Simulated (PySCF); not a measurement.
## Be⁺: ionisation energy

Be⁺ [He] 2s1 (2S) → Be²⁺ 1s2 (1S), as a difference of total energies. Computed with PySCF 2.14 in ANO-RCC-VTZP (4s3p2d1f, 30 functions), with scalar relativity by spin-free X2C-1e. Correlated levels: valence and next inner shell: nothing frozen. The calculations carry no spin-orbit coupling.

| method | ionisation energy (eV) | error (eV) |
| --- | --- | --- |
| UHF | 18.129 | -0.082 |
| LDA | 18.245 | +0.034 |
| PBE | 18.489 | +0.278 |
| PBE0 | 18.453 | +0.242 |
| r2SCAN | 18.176 | -0.035 |
| r2SCANh | 18.194 | -0.017 |
| BP86 | 18.381 | +0.170 |
| M06-2X | 18.342 | +0.131 |
| MP2 (valence and next inner shell) | 18.157 | -0.054 |
| SCS-MP2 (valence and next inner shell) | 18.152 | -0.059 |

Reference: 18.211 eV (measured; NIST Atomic Spectra Database, ionization energies).

Errors of the correlated levels include the incompleteness of this basis.
